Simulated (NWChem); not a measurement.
System: C2H9NSi; SMILES [SiH2](CC)N

Output (shortened):

```
             Northwest Computational Chemistry Package (NWChem) 7.3.0
             --------------------------------------------------------

 C1  symmetry detected

                             Geometry "geometry" -> ""
                             -------------------------

 Output coordinates in angstroms (scale by  1.889725989 to convert to a.u.)

  No.       Tag          Charge          X              Y              Z
 ---- ---------------- ---------- -------------- -------------- --------------
    1 Si                  14.0000    -0.57189798    -0.72168673     0.16387404
    2 N                    7.0000     0.92885481    -1.52437454    -0.19392369
    3 C                    6.0000    -0.50863115     1.06399873    -0.42722939
    4 C                    6.0000     0.60429705     1.90071905     0.20004757
    5 H                    1.0000    -1.63564429    -1.48592745    -0.55903513
    6 H                    1.0000    -0.94129939    -0.70580741     1.62471390
    7 H                    1.0000     1.77629949    -1.22113461     0.27439421
    8 H                    1.0000     0.92322310    -2.53596071    -0.26736693
    9 H                    1.0000    -0.40536407     1.04867393    -1.52592537
   10 H                    1.0000    -1.49443027     1.51612135    -0.21727930
   11 H                    1.0000     0.51973691     1.93533524     1.29866437
   12 H                    1.0000     0.58876278     2.94180042    -0.16000725
   13 H                    1.0000     1.59930840     1.49282856    -0.04183829

 Effective nuclear repulsion energy (a.u.)     174.7561747022

  pbe96 is a nonlocal functional; adding pw91lda local functional.

                                 NWChem DFT Module
                                 -----------------

 Summary of "ao basis" -> "ao basis" (spherical)
 ------------------------------------------------------------------------------
       Tag                 Description            Shells   Functions and Types
 ---------------- ------------------------------  ------  ---------------------
 Si                        def2-tzvp                13       37   5s5p2d1f
 N                         def2-tzvp                11       31   5s3p2d1f
 C                         def2-tzvp                11       31   5s3p2d1f
 H                         def2-tzvp                 4        6   3s1p

            General Information
            -------------------
          SCF calculation type: DFT
          Wavefunction type:  closed shell.
          No. of atoms     :    13
          No. of electrons :    42
           Alpha electrons :    21
            Beta electrons :    21
          Charge           :     0
          Spin multiplicity:     1
          Use of symmetry is: off; symmetry adaption is: off
          Maximum number of iterations: 150
          AO basis - number of functions:   184
                     number of shells:    82
          Convergence on energy requested:  1.00D-06
          Convergence on density requested:  1.00D-05
          Convergence on gradient requested:  5.00D-04

              XC Information
              --------------
          PerdewBurkeErnzerhof Exchange Functional  1.000
            Perdew 1991 LDA Correlation Functional  1.000 local
           PerdewBurkeErnz. Correlation Functional  1.000 non-local

             Grid Information
             ----------------
          Grid used for XC integration:  medium
          Radial quadrature: Mura-Knowles
          Angular quadrature: Lebedev.
          Tag              B.-S. Rad. Rad. Pts. Rad. Cut. Ang. Pts.
          ---              ---------- --------- --------- ---------
          Si                  1.10       88          11.0       590
          N                   0.65       49          12.0       434
          C                   0.70       49          12.0       434
          H                   0.35       45          13.0       434
          Grid pruning is: on
          Number of quadrature shells:   640
          Spatial weights used:  Erf1

      Superposition of Atomic Density Guess
      -------------------------------------

 Sum of atomic energies:        -422.98790153

      Non-variational initial energy
      ------------------------------

 Total energy =    -425.333563
 1-e energy   =    -926.111517
 2-e energy   =     326.021779
 HOMO         =      -0.327909
 LUMO         =       0.031932

------------------------------------------------------------
EAF file 0: "./job.aoints.0" size=634912768 bytes
------------------------------------------------------------
               write      read    awrite     aread      wait
               -----      ----    ------     -----      ----
     calls:     1211         0         0         0         0
   data(b): 6.35e+08  0.00e+00  0.00e+00  0.00e+00
   time(s): 0.00e+00  0.00e+00  0.00e+00  0.00e+00  0.00e+00
rate(mb/s): 0.00e+00  0.00e+00
------------------------------------------------------------

     ---------------------------------------------
      Total Density - Mulliken Population Analysis
     ---------------------------------------------

[...]
```

Level: PBE/def2-TZVP. Structure relaxed at the PBE0/def2-SVP level.

### Question
Which NWChem input produces such a log?

### Answer
Several could match; the one computed here: the input that was run:
```
start job
memory heap 200 mb stack 900 mb global 1100 mb
geometry units angstroms noautoz
  Si    -0.540174    -0.722616     0.141933
  N      0.997017    -1.486010    -0.138886
  C     -0.499165     1.058883    -0.463590
  C      0.560257     1.931961     0.205399
  H     -1.548095    -1.522706    -0.621067
  H     -0.976561    -0.704278     1.584151
  H      1.813367    -1.155023     0.364561
  H      1.022699    -2.497962    -0.202335
  H     -0.345174     1.036815    -1.556216
  H     -1.505673     1.485007    -0.303422
  H      0.424417     1.973836     1.298606
  H      0.532530     2.968996    -0.165439
  H      1.576209     1.550028     0.013306
end
basis spherical
  * library def2-tzvp
end
dft
  xc xpbe96 cpbe96
  iterations 150
  semidirect filesize 400000000
  mulliken
end
task dft energy
```
